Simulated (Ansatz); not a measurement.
## One arrangement of a pair

The pair of H2 (SMILES [H][H], atoms 1–2) and SbH3 (SMILES [SbH3], atoms 3–6), both closed shells, in one local arrangement (a lower one may exist), relaxed at PBE0-D4/def2-TZVP:

```xyz
6
angstrom
H 0.0215 -0.1867 -1.8454
H 0.0300 -0.2587 -2.5884
Sb -0.0145 0.1926 1.8258
H -0.7905 1.2531 0.7350
H -0.6422 -1.1703 1.0101
H 1.3956 0.1701 0.8628
```

Program: Ansatz 0.2.0. Basis: def2-TZVPPD, with def2-QZVPPD for the basis limit. Cores are frozen in the correlated methods. Filled d shells of the heavier atoms are correlated. Core potentials replace the inner electrons of the atoms past krypton. The def2 sets are not built for correlating such inner shells, so the correlated values are less sure here. B3LYP uses VWN-RPA correlation. Extrapolation: Hartree–Fock as exp(−7.88 √X), correlation as X^−2.97. Interaction energies count from these two fragments, frozen as in the pair, with the counterpoise correction; negative means bound.

**Question.** What is the interaction energy by CCSD(T) at an estimated basis limit (MP2 extrapolated from triple and quadruple zeta, plus CCSD(T) − MP2 in triple zeta)? (An estimate is asked for; the value comes from the calculation.)

**Answer.** By the calculation: -1.2 kJ/mol. Hartree–Fock alone gives 1.4 kJ/mol at the basis limit, so without correlation the pair would not bind at this distance. It counts from the two fragments frozen as in the pair.

The same quantity by other methods in triple zeta, and each one's difference from that estimate:
```csv
method,E_int (kJ/mol),difference
PBE-D4,-2.3,-1.1
revPBE-D4,-1.6,-0.4
BLYP-D4,-0.6,0.6
r2SCAN-D4,-0.8,0.4
B97M-V,-1.4,-0.2
PBE0-D4,-2.0,-0.8
B3LYP-D4,-1.0,0.1
HSE06-D4,-2.0,-0.8
wB97X-V,-1.4,-0.2
wB97M-V,-1.2,0.0
B2PLYP,0.3,1.5
HF,1.4,2.6
MP2,-0.9,0.3
CCSD,-0.6,0.5
CCSD(T),-0.9,0.3
```
Differences are method less estimate.

Basis-set superposition shift (counterpoise-corrected less uncorrected): CCSD(T) 0.8; MP2 0.8; HF 0.1; PBE0-D4 0.0; wB97M-V 0.1 kJ/mol.

T1 diagnostic: at most 0.015.

For scale, one of the runs: CCSD(T)/def2-TZVPPD, 141 basis functions, launched by `ansatz run in.yaml --threads 2 --pin off --events-out ev --progress --plain --max-ram 5222MiB`. Hardware: 2 CPU threads of an Arm Neoverse V2, shared host. Wall time 11 s; peak host memory 0.88 GiB.
